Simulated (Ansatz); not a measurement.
One change: `C=[C]([GeH3])[TeH]` becomes `C=N[C](=C)[GeH3]`.

Ansatz, PBE0-D4/def2-TZVP geometries, multiplicity 1. Each molecule was computed in one conformer, which needn't be the lowest.

Elements past krypton have def2 core potentials. Scalar relativity is left out up to krypton.

| property | `C=[C]([GeH3])[TeH]` |
| --- | --- |
| HOMO energy (ωB97M-V/def2-TZVPP) / eV | -8.24 |
| HOMO–LUMO gap (B3LYP/def2-TZVPP) / eV | 4.87 |
| HOMO–LUMO gap (ωB97M-V/def2-TZVPP) / eV | 9.21 |
| HOMO energy (B3LYP/def2-TZVPP) / eV | -5.98 |
| HOMO–LUMO gap (PBE/def2-TZVPP) / eV | 3.48 |
| HOMO energy (PBE0/def2-TZVPP) / eV | -6.18 |

Question: Give the same properties after the change, and the shifts. (Best estimate.)

Answer: Ansatz gave: 
```csv
property,`C=N[C](=C)[GeH3]`,shift
HOMO energy (ωB97M-V/def2-TZVPP) / eV,-9.58,-1.34
HOMO–LUMO gap (B3LYP/def2-TZVPP) / eV,5.48,0.61
HOMO–LUMO gap (ωB97M-V/def2-TZVPP) / eV,10.33,1.12
HOMO energy (B3LYP/def2-TZVPP) / eV,-7.08,-1.10
HOMO–LUMO gap (PBE/def2-TZVPP) / eV,3.53,0.05
HOMO energy (PBE0/def2-TZVPP) / eV,-7.29,-1.11
```

With PBE0 the HOMO falls by 1.11 eV and the LUMO falls by 0.48 eV, so the gap widens by about 0.63 eV. PBE moves the HOMO by -0.71 eV and ωB97M-V by -1.34 eV.

B3LYP here is the variant with VWN-RPA as its local correlation; programs differ in this.

Spin–orbit coupling is left out; it splits and shifts lone-pair levels of the heavy atoms by tenths of an eV.
